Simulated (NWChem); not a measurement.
Species: CH₃ClOSi, singlet; SMILES CO[Si]Cl

```xyz
7

Si     1.1272     0.1203    -0.0003
Cl    -0.4877     1.5058     0.0000
O      0.3398    -1.3265     0.0002
C     -0.9917    -1.7768     0.0012
H     -1.7028    -0.9356    -0.0024
H     -1.1646    -2.4018    -0.8886
H     -1.1658    -2.3948     0.8957
```
Atoms are numbered in this order, from 1.

Low-valent species are run as closed-shell singlets; no triplet was tried in these runs. Geometry: optimised at PBE0/def2-SVP.

Question: Give the principal values of the shielding tensors (ppm) of Si1, Cl2, O3, C4 from PBE0/pcSseg-1, GIAO (NWChem), with their diamagnetic and paramagnetic parts as GIAO splits them.

Answer: 
```json
[
 {"atom": "Si1", "σ11": "-29.6", "σ22": "290.1", "σ33": "416.4", "isotropic": "225.6", "diamagnetic": "875.7", "paramagnetic": "-650.1"},
 {"atom": "Cl2", "σ11": "15.0", "σ22": "765.1", "σ33": "946.8", "isotropic": "575.6", "diamagnetic": "1148.7", "paramagnetic": "-573.0"},
 {"atom": "O3", "σ11": "-89.9", "σ22": "167.3", "σ33": "306.5", "isotropic": "128.0", "diamagnetic": "397.4", "paramagnetic": "-269.5"},
 {"atom": "C4", "σ11": "96.5", "σ22": "117.0", "σ33": "179.0", "isotropic": "130.8", "diamagnetic": "246.6", "paramagnetic": "-115.8"}
]
```
